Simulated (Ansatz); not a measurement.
Cartesian coordinates in Å:
```
C 0.5463 -0.7584 -0.1495
C 0.1132 0.2624 -0.9210
Al -0.7149 0.7503 0.7080
O 0.1309 -0.7453 1.1599
H 1.1855 -1.5994 -0.4216
H 0.3529 0.3907 -1.9637
H -1.6139 1.6996 1.5878
```

Total charge 0; spin multiplicity 1.

Question: List the PBE0/def2-TZVPP orbital energies in eV (Ansatz). (Best estimate.)

Answer: The calculation gave: Occupied: -1528.26, -522.29, -280.01, -277.45, -114.10, -74.22, -74.06, -74.00, -28.41, -20.50, -15.83, -13.73, -11.87, -11.05, -10.76, -9.06, -8.06, -6.57. Lowest empty: -1.35, 0.16, 0.36, 1.08, 2.24, 3.02, 3.38, 3.76.
